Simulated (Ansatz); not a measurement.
CH3BNSi, SMILES `[C-]#[N+][B-][SiH3]` (excited singlet) (charge -1, multiplicity 1). This singlet is an excited state, 0.26 eV above the relaxed triplet at the level B3LYP/aug-cc-pVTZ // PBE0-D3(BJ)/def2-TZVPD (Ansatz, an electronic-structure program).

Computed with PBE0/aug-cc-pVTZ // PBE0-D3(BJ)/def2-TZVPD (Ansatz).

Ansatz 0.2 input:
```yaml
crystal:
  periodic: [false, false, false]
  atoms:
    - { symbol: C, position_ang: [3.008036, -0.192317, 0.278712] }
    - { symbol: N, position_ang: [1.87801, -0.415255, 0.556924] }
    - { symbol: B, position_ang: [0.561672, -0.763652, 0.975151] }
    - { symbol: Si, position_ang: [-0.954348, 0.167334, 0.035587] }
    - { symbol: H, position_ang: [-1.862417, -0.867127, -0.566981] }
    - { symbol: H, position_ang: [-1.80632, 0.865168, 1.057811] }
    - { symbol: H, position_ang: [-0.824627, 1.205849, -1.076106] }
basis:
  gaussian: { orbitals: aug-cc-pVTZ }
hamiltonian:
  xc: pbe0
total_charge: -1
```

Output:

```
Functional definition: PBE0
1183 factors; their error is unknown
mean field evaluation 1: about -11120.3759 eV, gradient 2.2e1 eV
mean field evaluation 2: about -11120.2966 eV, gradient 2.4e1 eV
mean field evaluation 4: about -11121.6138 eV, gradient 2.3e0 eV
mean field evaluation 8: about -11121.6284 eV, gradient 4.7e-2 eV
mean field evaluation 16: about -11121.6619 eV, gradient 5.1e-5 eV
mean field -11121.66190014 eV, -408.7135362969 hartree, gradient 5.1e-5 eV, S^2 0.000000; 0 other end points of the search recorded, 0 dependent functions left out
reference -11121.66195098 eV, -408.7135381654 hartree; 18, 18 occupied and 239, 239 virtual orbitals, 1183 factors
Total energy: -11121.66195098 eV, -408.7135381654 hartree
```
